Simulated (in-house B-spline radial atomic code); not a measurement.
RPA and G0W0 for Cs7+, [Kr] 4d10 5s2, as one setting changes: the share of exact exchange in the PBE hybrid start. A dash marks a level of low quasi-particle weight. Computed with an all-electron radial atomic-structure program (B-spline basis): all electrons, scalar-relativistic (spin-free one-electron X2C), finite nucleus, each spin shell either full or empty, empty states to l = 9 with an (l + 1/2)⁻⁴ tail; G0W0 by contour deformation at full frequency.

```
share of exact exchange in the PBE hybrid start  mean-field level (eV)  G0W0 level (eV)  RPA correlation (Eh)
                                              0                -104.62       5s -111.48               -3.9563
                                            0.1                -105.13       5s -111.44               -3.9244
                                            0.2                -105.64       5s -111.39               -3.8935
                                            0.3                -106.14       5s -111.35               -3.8634
                                            0.4                -106.65       5s -111.31               -3.8342
                                            0.5                      ?                ?                     ?
                                            0.6                      ?                ?                     ?
                                            0.7                -108.15       5s -111.18               -3.7512
                                            0.8                -108.65       5s -111.15               -3.7248
                                            0.9                -109.15       5s -111.11               -3.6991
                                              1                -109.65       5s -111.07                -3.674
```

Q: What belongs in the row for 0.6?

A: mean-field level (eV): -107.65; G0W0 level (eV): 5s -111.22; RPA correlation (Eh): -3.7781.

Q: What belongs in the row for 0.5?

A: mean-field level (eV): -107.15; G0W0 level (eV): 5s -111.26; RPA correlation (Eh): -3.8058.
